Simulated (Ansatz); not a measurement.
A run for Ansatz (a first-principles code): U-PBE/cc-pVTZ on Br2, a point of a bond scan (R = 1.853 Å).

Ansatz 0.2 input:
```yaml
crystal:
  periodic: [false, false, false]
  atoms:
    - {symbol: Br, position_ang: [-0.00000000, -0.00000000, -1.15786913]}
    - {symbol: Br, position_ang: [0.00000000, 0.00000000, 0.69472148]}
basis:
  gaussian:
    orbitals: cc-pVTZ
hamiltonian:
  xc: {name: PBE}
magnetization: {spin_polarized: true, initial_magnetization: 0}
```

It printed:

```
WARN ansatz: RAYON_NUM_THREADS=2 ignored (pool sized by the plan → 2); use --threads N
Functional definition: PBE
integrals: 0.03 GiB planned
748 factors; their error is unknown
mean field: 0.27 GiB planned
mean field evaluation 1: about -140070.7121 eV, gradient 7.0e0 eV
mean field evaluation 2: about -140070.8232 eV, gradient 2.5e0 eV
mean field evaluation 4: about -140070.8481 eV, gradient 5.8e-2 eV
mean field evaluation 8: about -140070.8373 eV, gradient 1.6e-4 eV
mean field -140070.83727013 eV, -5147.5083262536 hartree, gradient 1.4e-5 eV, S^2 0.000000; 0 other end points of the search recorded, 0 dependent functions left out
reference -140070.83729530 eV, -5147.5083271786 hartree; 35, 35 occupied and 51, 51 virtual orbitals, 748 factors
Total energy: -140070.83729530 eV, -5147.5083271786 hartree
```

The calculation finished and met its thresholds.

Cost: roughly 2.4 core-seconds.
